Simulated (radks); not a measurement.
Values are calculated unless marked as measured or tabulated.
The magnesium ion Mg+ inside a hard spherical wall (all orbitals vanish at R), configuration held at [Ne] 3s1 and not refilled when levels cross. Code: a radial shooting solver on a logarithmic mesh with Libxc functionals. Model: non-relativistic Kohn-Sham, LDA (Slater exchange, VWN5 correlation), spin-polarised, spherical densities, point nucleus; open shells are filled with parallel spins first. Eigenvalues in eV for spin up, with the zero of energy where the potential of the charges vanishes at infinity; a dash marks a level that is unbound or too diffuse for the functional's potential to be trusted. A positive occupied level is held by the wall or, in an anion where self-interaction has pushed it up, behind a barrier. The pressure on the wall is -dE/dV.

R (bohr) = free: E (hartree) -198.85567; kinetic (hartree) 198.280; e(1s) -1260.2; e(2s) -88.087; e(2p) -55.843; e(3s) -11.983; e(3p, empty) -7.552; e(4s, empty) -3.309; pressure (GPa) 0
R (bohr) = 20: E (hartree) -198.85567; kinetic (hartree) 198.280; e(1s) -1260.2; e(2s) -88.087; e(2p) -55.843; e(3s) -11.983; e(3p, empty) -7.552; e(4s, empty) -3.309; pressure (GPa) < 0.0001
R (bohr) = 15: E (hartree) -198.85567; kinetic (hartree) 198.280; e(1s) -1260.2; e(2s) -88.087; e(2p) -55.843; e(3s) -11.983; e(3p, empty) -7.552; e(4s, empty) -3.285; pressure (GPa) < 0.0001
R (bohr) = 7: E (hartree) -198.85377; kinetic (hartree) 198.297; e(1s) -1260.0; e(2s) -87.969; e(2p) -55.726; e(3s) -11.877; e(3p, empty) -7.265; e(4s, empty) 0.580; pressure (GPa) 0.134
R (bohr) = 6: E (hartree) -198.84768; kinetic (hartree) 198.338; e(1s) -1259.8; e(2s) -87.729; e(2p) -55.487; e(3s) -11.605; e(3p, empty) -6.720; e(4s, empty) 4.252; pressure (GPa) 0.726
R (bohr) = 5: E (hartree) -198.82439; kinetic (hartree) 198.456; e(1s) -1259.1; e(2s) -87.144; e(2p) -54.906; e(3s) -10.719; e(3p, empty) -5.237; e(4s, empty) 11.928; pressure (GPa) 3.92
R (bohr) = 4: E (hartree) -198.73778; kinetic (hartree) 198.785; e(1s) -1257.7; e(2s) -85.894; e(2p) -53.666; e(3s) -7.820; e(3p, empty) -1.135; e(4s, empty) 29.361; pressure (GPa) 23.0
R (bohr) = 3.5: E (hartree) -198.62439; kinetic (hartree) 199.153; e(1s) -1256.5; e(2s) -84.827; e(2p) -52.603; e(3s) -4.282; e(3p, empty) 3.366; e(4s, empty) 46.419; pressure (GPa) 60.6
R (bohr) = 2.5: E (hartree) -197.83290; kinetic (hartree) 201.503; e(1s) -1250.1; e(2s) -80.197; e(2p) -47.815; e(3s) 18.022; e(3p, empty) 28.130; e(4s, empty) 129.12; pressure (GPa) 639
R (bohr) = 2: E (hartree) -196.30409; kinetic (hartree) 206.013; e(1s) -1239.4; e(2s) -73.259; e(2p) -40.243; e(3s) 55.171; e(3p, empty) 64.880; e(4s, empty) 240.05; pressure (GPa) 3020
R (bohr) = 1.5: E (hartree) -190.86829; kinetic (hartree) 221.150; e(1s) -1207.4; e(2s) -51.688; e(2p) -16.875; e(3s) 162.28; e(3p, empty) 161.87; e(4s, empty) 513.42; pressure (GPa) 21400
